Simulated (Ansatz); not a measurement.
All values below come from frozen-core CCSD(T)/cc-pVQZ // B3LYP-D3(BJ)/def2-TZVP run with Ansatz (a quantum-chemistry and plane-wave program).

Ansatz 0.2 input:
```yaml
crystal:
  periodic: [false, false, false]
  atoms:
    - { symbol: F, position_ang: [1.368692, -0.688097, -0.309042] }
    - { symbol: Si, position_ang: [-0.037961, 0.019084, 0.008571] }
    - { symbol: H, position_ang: [-0.596917, -0.590513, 1.232408] }
    - { symbol: H, position_ang: [0.204155, 1.462279, 0.20953] }
    - { symbol: H, position_ang: [-0.937969, -0.202753, -1.141467] }
basis:
  gaussian: { orbitals: cc-pVQZ }
correlation:
  method: ccsd_t
```

Output:

```
Functional definition: HF
1195 factors; integrals over basis functions are off by at most 1.1e-3 eV
mean field evaluation 1: about -10617.5917 eV, gradient 2.6e1 eV
mean field evaluation 2: about -10617.5951 eV, gradient 2.6e1 eV
mean field evaluation 4: about -10619.0080 eV, gradient 1.9e0 eV
mean field evaluation 8: about -10619.0250 eV, gradient 5.7e-2 eV
mean field evaluation 16: about -10619.0204 eV, gradient 3.1e-1 eV
mean field -10619.02504564 eV, -390.2419725937 hartree, gradient 1.2e-6 eV, S^2 0.000000; 0 other end points of the search recorded, 0 dependent functions left out
6 core orbitals not correlated
reference -10619.02504564 eV, -390.2419725937 hartree; 7, 7 occupied and 191, 191 virtual orbitals, 1195 factors
second order -11.37176169 eV of doubles, -0.00000000 eV of singles
cycle   1  -11.53473424 eV  change   -1.6e-1 eV  update   6.9e-2
cycle   2  -11.80802436 eV  change   -2.7e-1 eV  update   2.1e-2
cycle   3  -11.87427551 eV  change   -6.6e-2 eV  update   1.0e-2
cycle   4  -11.86477963 eV  change    9.5e-3 eV  update   1.8e-3
cycle   5  -11.86450966 eV  change    2.7e-4 eV  update   7.2e-4
cycle   6  -11.86485700 eV  change   -3.5e-4 eV  update   1.9e-4
cycle   7  -11.86476006 eV  change    9.7e-5 eV  update   6.2e-5
cycle   8  -11.86473609 eV  change    2.4e-5 eV  update   1.5e-5
cycle   9  -11.86474105 eV  change   -5.0e-6 eV  update   5.6e-6
perturbative correction -0.33715470 eV, -0.0123902066 hartree
Total energy: -10631.22694139 eV, -390.6903839918 hartree
```

Cost: around 28 core-seconds (rough).
